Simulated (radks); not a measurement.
Values are calculated unless marked as measured or tabulated.
All-electron atom: Eu I in [Xe] 4f5.5 5d1.5 6s2 (fractional occupations, a model configuration).

Level of theory: Dirac Kohn-Sham, PBE, spin-unpolarised, spherical densities, finite nucleus; open shells fill j = l - 1/2 first; Fermi nuclear charge, rms radius 5.1115 fm (a radial shooting solver on a logarithmic mesh with Libxc functionals).

Energy parts (hartree):
| part | energy |
|---|---|
| total | -10851.2280 |
| kinetic | 11797.7962 |
| electron-nucleus | -26607.0553 |
| Hartree | 4200.6948 |
| exchange-correlation | -242.6639 |

Orbitals (lengths in bohr, moments of r in powers of bohr):
| orbital | occ. | eigenvalue (hartree) | <1/r> | <r^2> | small-component weight |
|---|---|---|---|---|---|
| 1s1/2 | 2 | -1775.815 | 70.22 | 0.0006793 | 5.50e-02 |
| 2s1/2 | 2 | -291.7849 | 16.72 | 0.01062 | 1.21e-02 |
| 2p1/2 | 2 | -276.8458 | 16.70 | 0.007725 | 1.22e-02 |
| 2p3/2 | 4 | -253.0344 | 14.82 | 0.008964 | 1.13e-02 |
| 3s1/2 | 2 | -64.54189 | 6.086 | 0.07109 | 3.81e-03 |
| 3p1/2 | 2 | -58.08663 | 6.001 | 0.06634 | 3.76e-03 |
| 3p3/2 | 4 | -53.23418 | 5.527 | 0.07347 | 3.52e-03 |
| 3d3/2 | 4 | -42.05669 | 5.402 | 0.05889 | 3.39e-03 |
| 3d5/2 | 6 | -41.00133 | 5.284 | 0.06089 | 3.33e-03 |
| 4s1/2 | 2 | -13.12549 | 2.544 | 0.3603 | 1.21e-03 |
| 4p1/2 | 2 | -10.62822 | 2.439 | 0.3796 | 1.14e-03 |
| 4p3/2 | 4 | -9.55028 | 2.279 | 0.4183 | 1.05e-03 |
| 4d3/2 | 4 | -5.43394 | 2.063 | 0.4808 | 8.92e-04 |
| 4d5/2 | 6 | -5.23919 | 2.024 | 0.4960 | 8.70e-04 |
| 4f5/2 | 5.5 | -0.42514 | 1.511 | 0.9608 | 5.19e-04 |
| 4f7/2 | 0 | -0.39954 | 1.494 | 0.9874 | 5.10e-04 |
| 5s1/2 | 2 | -1.82738 | 0.9893 | 2.047 | 2.66e-04 |
| 5p1/2 | 2 | -1.13219 | 0.8761 | 2.581 | 2.13e-04 |
| 5p3/2 | 4 | -0.97849 | 0.8186 | 2.905 | 1.91e-04 |
| 5d3/2 | 1.5 | -0.12003 | 0.5029 | 8.601 | 7.40e-05 |
| 5d5/2 | 0 | -0.10932 | 0.4870 | 9.212 | 6.95e-05 |
| 6s1/2 | 2 | -0.15355 | 0.3173 | 17.91 | 3.02e-05 |

The highest occupied level is 5d3/2 at -3.266 eV. The configuration is held as typed, so some empty levels lie below it. Summed over all electrons, <r^2> = 84.18 bohr^2, which gives a Langevin (diamagnetic) susceptibility term of -66.7 x 10^-6 cm^3/mol. The density falls to 0.001 e/bohr^3 at r = 5.24 bohr. The electron density at the nucleus is 5.792e+05 e/bohr^3.
